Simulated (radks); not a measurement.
The numbers below are computed, except where a source is named.
Valence configurations of Cs (all share [Xe]). Level of theory: scalar-relativistic Kohn-Sham, r2SCAN, spin-polarised, spherical densities, finite nucleus; open shells are filled with parallel spins first (spin-orbit coupling, left out, can overturn this in heavy ions); meta-GGA in the generalised Kohn-Sham scheme; Fermi nuclear charge, rms radius 4.8041 fm (a radial shooting solver on a logarithmic mesh with Libxc functionals). Energies are relative to 6s1; eigenvalues in eV for spin up.

6s1: E (eV) 0.000; moment (Bohr magnetons) 1; e(6s) -2.322
6p1: E (eV) 1.374; moment (Bohr magnetons) 1; e(6p) -1.388
5d1: E (eV) 1.788; moment (Bohr magnetons) 1; e(5d) -0.603
6s0.5 6p0.5: E (eV) 0.715; moment (Bohr magnetons) 1; e(6p) -1.167; e(6s) -2.539
5d0.5 6s0.5: E (eV) 0.960; moment (Bohr magnetons) 1; e(5d) -0.488; e(6s) -2.266

NIST lists [Xe] 6s1 as the ground configuration; this level of theory agrees among the configurations tried. The energies are those of spherical high-spin densities, not of single terms. No valid solution was reached for [Xe] 4f1; [Xe] 4f0.5 5d0.5; [Xe] 4f0.5 6s0.5.
